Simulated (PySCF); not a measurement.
Compound: C4H7NSi.
Numbering: `[SiH3:1][n:2]1[cH:3][cH:4][cH:5][cH:6]1` (hydrogens: H7, H8, H9 on Si1; H10 on C3; H11 on C4; H12 on C5; H13 on C6)

Geometry (PBE0-D3(BJ)/def2-SVP, Å), atoms numbered from 1 in this order:
```
atom  x, y, z in Å
Si1    2.082    0.083    0.042
N2     0.313    0.025    0.066
C3    -0.457   -1.108    0.232
C4    -1.780   -0.776    0.066
C5    -1.829    0.619   -0.217
C6    -0.534    1.079   -0.211
H7     2.492    1.425    0.540
H8     2.618   -0.122   -1.335
H9     2.568   -1.003    0.937
H10    0.003   -2.067    0.464
H11   -2.624   -1.458    0.149
H12   -2.718    1.221   -0.393
H13   -0.144    2.082   -0.375
```

Theory: TDDFT PBE0/def2-SVPD, vertical, gas phase, core orbitals frozen in the response (PySCF 2.14.0, density-fitted response routines).

Ground-to-excited transition dipoles (e·a0, same axes as the geometry; the sign carries no meaning), for the states with f of 0.002 or more among the lowest 9:

```json
{"state": "S2", "E (hartree)": "0.2199", "μx": "0.008", "μy": "-0.420", "μz": "0.081"}
{"state": "S4", "E (hartree)": "0.2260", "μx": "-0.010", "μy": "-0.422", "μz": "0.077"}
{"state": "S5", "E (hartree)": "0.2274", "μx": "-0.230", "μy": "0.014", "μz": "-0.023"}
{"state": "S6", "E (hartree)": "0.2433", "μx": "0.750", "μy": "0.298", "μz": "-0.268"}
{"state": "S7", "E (hartree)": "0.2451", "μx": "0.551", "μy": "-0.441", "μz": "-0.059"}
{"state": "S8", "E (hartree)": "0.2483", "μx": "-0.114", "μy": "0.265", "μz": "-0.022"}
{"state": "S9", "E (hartree)": "0.2546", "μx": "-0.116", "μy": "-0.044", "μz": "-0.341"}
```

Question: What oscillator strength does each state have?

Answer: f = (2/3) ΔE |μ|² with ΔE in hartree (27.2114 eV).

```
state  |μ|² (au)  |μ| (D)      f
   S2      0.183     1.09  0.027
   S4      0.184     1.09  0.028
   S5      0.053     0.59  0.008
   S6      0.724     2.16  0.117
   S7      0.502     1.80  0.082
   S8      0.084     0.73  0.014
   S9      0.132     0.92  0.022
```

Question: Which bond between heavy atoms lies closest to the direction of the S6 transition dipole?

Answer: C5–C6, at 19° from it; next Si1–N2 at 26°.

Question: What angle do the transition dipoles of S2 and S4 make?

Answer: |cos θ| = |μa·μb| / (|μa| |μb|) = 1.00, so θ ≈ 2° (taken between 0 and 90°, since the signs are arbitrary).

Question: What peak molar absorption coefficient would the strongest computed level give as a lone Gaussian band 0.5 eV wide at half height?

Answer: ε(max) = 2.175×10⁸ f / FWHM, with the width in cm⁻¹. S6: 2.175×10⁸ × 0.1174 / 4033 ≈ 6300 L mol⁻¹ cm⁻¹.

The vertical ionisation energy (ΔSCF) is 8.22 eV, 1.29 eV above S9.
